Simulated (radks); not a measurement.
Isoelectronic series with 47 electrons, each ion in its NIST ground configuration. Method: scalar-relativistic Kohn-Sham, r2SCAN, spin-polarised, spherical densities, finite nucleus; open shells are filled with parallel spins first (spin-orbit coupling, left out, can overturn this in heavy ions); meta-GGA in the generalised Kohn-Sham scheme; Fermi nuclear charge, rms radius of each element as measured or else 0.836 A^(1/3) + 0.57 fm; computed with a radial shooting solver on a logarithmic mesh with Libxc functionals. Total energies (hartree) and orbital eigenvalues (eV) (* marks an orbital that is empty in some or all of the ions):

ion,configuration,E (hartree),5s down*,5s up*,4d down,4d up
Ag,[Kr] 4d10 5s1,-5316.67557,-3.4617,-4.9606,-7.5002,-7.7162
Cd+,[Kr] 4d10 5s1,-5594.97848,-11.8730,-13.7152,-20.7380,-21.0108
In2+,[Kr] 4d10 5s1,-5881.42047,-22.2401,-24.3714,-36.8979,-37.2118
Sn3+,[Kr] 4d10 5s1,-6176.00490,-34.2791,-36.6755,-55.5513,-55.8996
Sb4+,[Kr] 4d10 5s1,-6478.75443,-47.8481,-50.4963,-76.4747,-76.8540
Te5+,[Kr] 4d10 5s1,-6789.69432,-62.8630,-65.7549,-99.5328,-99.9412
I6+,[Kr] 4d10 5s1,-7108.86546,-79.2694,-82.3996,-124.6364,-125.0725
Xe7+,[Kr] 4d10 5s1,-7436.29924,-97.0302,-100.3948,-151.7229,-152.1861
Cs8+,[Kr] 4d10 5s1,-7772.0415,-116.1191,-119.7153,-180.7469,-181.2365
Ba9+,[Kr] 4d10 5s1,-8116.1333,-136.5174,-140.3429,-211.6741,-212.1898
La10+,[Kr] 4d10 5s1,-8468.6258,-158.2116,-162.2645,-244.4778,-245.0193
Ce11+,[Kr] 4d10 5s1,-8829.5663,-181.1921,-185.4706,-279.1372,-279.7044
Pr12+,[Kr] 4d10 5s1,-9199.0091,-205.4522,-209.9547,-315.6355,-316.2282
Nd13+,[Kr] 4d10 5s1,-9577.0069,-230.9876,-235.7126,-353.9591,-354.5774
Pm14+,[Kr] 4d10 5s1,-9963.6114,-257.7957,-262.7417,-394.0971,-394.7408
Sm15+,[Kr] 4d10 4f1,-10359.1076,-282.5519,-284.0808,-426.4541,-428.0654
Eu16+,[Kr] 4d10 4f1,-10763.4139,-311.7120,-313.2387,-469.6613,-471.3327
Gd17+,[Kr] 4d10 4f1,-11176.5338,-342.1510,-343.6784,-514.6776,-516.4069
Tb18+,[Kr] 4d10 4f1,-11598.5828,-373.8717,-375.4023,-561.4948,-563.2802
Dy19+,[Kr] 4d10 4f1,-12029.5008,-406.8734,-408.4095,-610.1069,-611.9468
Ho20+,[Kr] 4d10 4f1,-12469.5042,-441.1637,-442.7071,-660.5081,-662.4013
